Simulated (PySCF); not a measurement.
**Sc²⁺: excitation energy**

Sc²⁺ [Ar] 3d1 (2D) → Sc²⁺ [Ar] 4s1 (2S), as a difference of total energies. All numbers are calculated (PySCF 2.14, the spin-free X2C one-electron Hamiltonian (Gaussian nucleus), in x2c-TZVPPall with one added diffuse shell each of s, p, d, f type (7s6p5d3f1g, 80 functions)). Correlated levels: valence and next inner shell: [Ne] frozen. The calculations carry no spin-orbit coupling.

```
                                method  excitation energy (eV)
                                   UHF                   2.970
    MP2 (valence and next inner shell)                   2.589
SCS-MP2 (valence and next inner shell)                   2.669
   CCSD (valence and next inner shell)                   2.625
CCSD(T) (valence and next inner shell)                   2.615
```

Problem. How much does correlation contribute at CCSD(T) (valence and next inner shell)?

Solution. 2.615 − (2.970) = -0.355 eV, measured against UHF.
